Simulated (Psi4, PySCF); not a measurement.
Here is a job for PySCF.
```python
from pyscf import gto, scf, dft

mol = gto.Mole()
mol.atom = '''
    O     0.275249   -0.584207   -0.623035
    C     0.094019    0.903338   -0.294032
    C     1.024605   -1.203596    0.342290
    C    -1.279346    1.022850    0.395882
    H    -0.065096    1.311894   -1.335595
    H     1.248775   -2.231603    0.010340
    H     1.982234   -0.682047    0.532920
    H     0.501825   -1.276230    1.317668
    H    -2.141258    0.558954   -0.131568
    H    -1.248100    0.571009    1.396632
    H    -1.516041    2.086133    0.529044
'''
mol.basis = 'cc-pvdz'
mol.charge = -1
mol.spin = 0
mol.verbose = 3
mol.build()

mf = dft.RKS(mol)
mf.xc = 'b3lyp'
mf.grids.atom_grid = (99, 590)
mf.grids.prune = None
mf.kernel()
```

Q: Write the same job for Psi4.

A: This is not unique; one that fits is 
```
memory 2 GB

molecule {
-1 1
  O     0.27524919   -0.58420743   -0.62303532
  C     0.09401883    0.90333784   -0.29403238
  C     1.02460482   -1.20359562    0.34229042
  C    -1.27934567    1.02284955    0.39588235
  H    -0.06509560    1.31189351   -1.33559503
  H     1.24877528   -2.23160334    0.01033964
  H     1.98223373   -0.68204747    0.53292018
  H     0.50182452   -1.27623020    1.31766778
  H    -2.14125770    0.55895431   -0.13156786
  H    -1.24810032    0.57100939    1.39663175
  H    -1.51604143    2.08613261    0.52904382
}

set basis cc-pvdz
set scf_type pk
set puream true
set d_convergence 1e-8
set dft_radial_points 99
set dft_spherical_points 590

energy('b3lyp')
print_variables()
```

Both were run: PySCF gave -193.659093 Eh and Psi4 -193.659093 Eh, 0.000 mEh apart.
